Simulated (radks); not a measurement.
These are the eigenvalues of the occupied orbitals of an atom or ion with whole-number occupations (eV). Calculated with a radial shooting solver on a logarithmic mesh with Libxc functionals: Dirac Kohn-Sham, relativistic LDA (MacDonald-Vosko exchange, VWN5 correlation), spin-unpolarised, spherical densities, finite nucleus; Fermi nuclear charge, rms radius of each element as measured or else 0.836 A^(1/3) + 0.57 fm.

| orbital | eigenvalue |
|---|---|
| 1s1/2 | -81162.45 |
| 2s1/2 | -15263.56 |
| 2p1/2 | -14696.92 |
| 2p3/2 | -12887.30 |
| 3s1/2 | -4472.113 |
| 3p1/2 | -4216.250 |
| 3p3/2 | -3813.272 |
| 3d3/2 | -3386.034 |
| 3d5/2 | -3299.027 |
| 4s1/2 | -1764.012 |
| 4p1/2 | -1653.269 |
| 4p3/2 | -1539.763 |
| 4d3/2 | -1358.172 |
| 4d5/2 | -1334.937 |
| 4f5/2 | -1109.857 |

Which element is it, and in what charge state? The configuration may be excited. Open shells, if any, fill j = l - 1/2 first.

Answer. Z = 79, gold, charge +31: Au31+ in [Kr] 4d10 4f2. The list shows which subshells hold electrons but not how many an open one holds; the 1s level, -2982.7 hartree, gives Z - s = 77.2 by -(Z - s)^2/2, which with screening and relativity narrows Z to a few neighbours, and the depths of the outer levels then fix element, charge and occupations together.
